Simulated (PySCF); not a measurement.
Mg(NH2)(OSiH3) (H5MgNOSi), SMILES [NH2][Mg][O][SiH3].

Geometry: B3LYP-D3(BJ)/def2-SVP. The values are those of a single conformer.

These are CAM-B3LYP/def2-TZVPD run with PySCF values and carry that method's errors.

Isolated molecule, no solvent.

* **total energy**: -622.69297 hartree
* **highest occupied level**: -8.05 eV
* **lowest empty level**: -0.61 eV
* **orbital gap**: 7.44 eV
* **dipole moment**: 1.96 D
* **quadrupole, principal values (traceless, Buckingham form, about the centre of nuclear charge)**: -7.43, 0.54, 6.89 D·Å
* **mean static polarisability**: 61.8 bohr³ (9.16 Å³)
* **polarisability, principal values**: 54.6, 59.6, 71.3 bohr³
